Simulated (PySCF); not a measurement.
Computed shifts of a molecule C3H9FSi2, PBE/pcSseg-1 (PySCF), GIAO, gas phase, atoms alike by connectivity averaged where their shifts nearly agree, in ppm (number of nuclei): ¹⁹F: -219.1 (1). ¹³C: 78.6 (1), 22.7 (1), 9.4 (1). ²⁹Si: -65.0 (1), -70.7 (1). ¹H: 4.45 (3), 4.34 (3), 1.67 (1), 0.91 (1), 0.71 (1). References: ¹⁹F against CFCl3 (σ = 133.6 ppm); ¹³C against TMS (σ = 182.0 ppm); ²⁹Si against TMS (σ = 335.4 ppm); ¹H against TMS (σ = 31.49 ppm), references at their B3LYP-D3(BJ)/def2-TZVP geometries, non-relativistic. Geometry: r2SCAN-D4/def2-SVP. The values are those of a single conformer.

Problem. Which molecule gave these data?
(A) C[C@@H]1[SiH2][SiH2][C@H]1F
(B) F[C@]1([SiH3])CC[SiH2]1
(C) C/C([SiH3])=C/[SiH2]F
(D) F[C@]1([SiH3])C[C@H]1[SiH3]

Solution. D, F[C@]1([SiH3])C[C@H]1[SiH3]
